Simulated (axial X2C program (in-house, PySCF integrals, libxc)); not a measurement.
**Correcting the dissociation energy of GaS for spin–orbit coupling**

A spin-free CCSD(T) curve (one-electron X2C) was computed with an in-house relativistic program for diatomic molecules, basis Ga dyall-cv3z [9s9p7d4f1g], S dyall-av3z [9s8p3d2f] (cores contracted in-house), for the state M_S = 1/2, Λ = 0 (beyond evenly filled blocks: σα). It gives D0 = 3.461 eV to Ga + S, which in a spin-free picture are the weighted means of the ground terms.

Correlated methods: 9 electrons correlated (number of frozen shells: Ga 3 s, 2 p, 1 d; S 2 s, 1 p), 259 virtual spin orbitals or spinors in MP2, 89 natural virtuals in coupled cluster.

Measured levels of the ground terms (NIST Handbook of Basic Atomic Spectroscopic Data), in cm⁻¹: Ga 2P: J = 1/2 at 0, J = 3/2 at 826.2; S 3P: J = 2 at 0, J = 1 at 396.1, J = 0 at 573.6.

The molecular state has Λ = 0, so it has no first-order lowering.

How far does each ground level lie under the (2J+1)-weighted mean of its term?

Ga: (2 × 0 + 4 × 826.2)/6 = 551 cm⁻¹; S: (5 × 0 + 3 × 396.1 + 1 × 573.6)/9 = 196 cm⁻¹.

Correct D0.

D0 = 3.461 + (0 − 747)/8065.5 = 3.368 eV at CCSD(T) with these spin–orbit terms.

Second-order spin–orbit effects in the molecule, which grow quickly with Z, are left out. Occupations by symmetry block were frozen at the best pattern of an incomplete PBE0 search. De is counted from the lowest determinant-based energies of the atoms at the same level, without counterpoise correction. CCSD and (T) use frozen natural virtuals with an MP2 correction for the truncation; (T) itself is uncorrected, so its De runs slightly low. With the outer-core shells frozen, correlated bond lengths of heavy atoms tend to come out a few hundredths of an ångström too long.
